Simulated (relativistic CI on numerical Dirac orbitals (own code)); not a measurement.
# Hyperfine structure of W XIII, mass number 183

Method of calculation: Dirac-Coulomb-Breit CI, orbitals from a KLI potential per configuration, QED by a radiative potential, unscaled Slater integrals (own radial code, finite nucleus).

Configuration list (outside the closed core [Kr] 4d10): 4f14.5s2, 4f13.5s2.5p, 4f14.5s.5p, 4f14.5s.5d, 4f13.5s2.5d, 4f14.5s.5f, 4f13.5s2.6s, 4f14.5p.5d, 4f14.5p2, 4f13.5p3, 4f13.5p2.5d, 4f13.5p2.6s, 4f14.5d2, 4f13.5p.5d2, 4f13.5d3, 4f13.5d2.6s. Double excitations out of closed p, d and f shells are left out; levels of such configurations are missing from the list, as are those of other unlisted configurations, and high levels can miss mixing partners.

Nuclear spin I = 1/2, μ = 0.11739 μN (tables of Stone and Pyykkö). The electronic factors are computed for point nuclear moments, without core polarisation or the Bohr-Weisskopf and QED corrections.

```
           Level  E (cm⁻¹)  A (MHz)
4f13.5s2.5p 3D_3   10442.2    -1910
4f13.5s2.5p 3G_3   28570.2     3583
4f13.5s2.5p 3G_5  117879.4    839.6
4f13.5s2.5p 3D_2  121470.5   -344.6
4f13.5s2.5p 3D_1  128600.0   -356.7
4f13.5s2.5p 3F_4  133673.8    682.1
4f13.5s2.5p 3G_4  139422.7     1130
4f13.5s2.5p 3F_2  147405.9    673.8
```

Levels with J = 0, under 50 % of one LS term, or S terms without an open s electron are left out. Small factors come from cancelling terms and can be off by tens of per cent or more.

At this charge transitions that keep the count of f electrons are usually good to a few per cent. Levels and lines within the n = 5 or 6 shells can be off by up to 10 % or somewhat more, and those that change n by about 2 %, since core polarisation is missing. Levels that differ in their count of f electrons can be misplaced by several ten thousand cm⁻¹, since the correlation energy of f electrons is missing or only estimated; rates across such gaps can be off by orders of magnitude.

Task: Give the hyperfine levels of 4f13.5s2.5p 3D_3 relative to its centre of gravity.

Result: With K = F(F + 1) − I(I + 1) − J(J + 1), E = AK/2: F = 5/2: 3821, F = 7/2: -2866 MHz.

LS names give the leading component of a level, which can be under half, so a name can repeat, a term be missing and a line seem to break the LS rules.
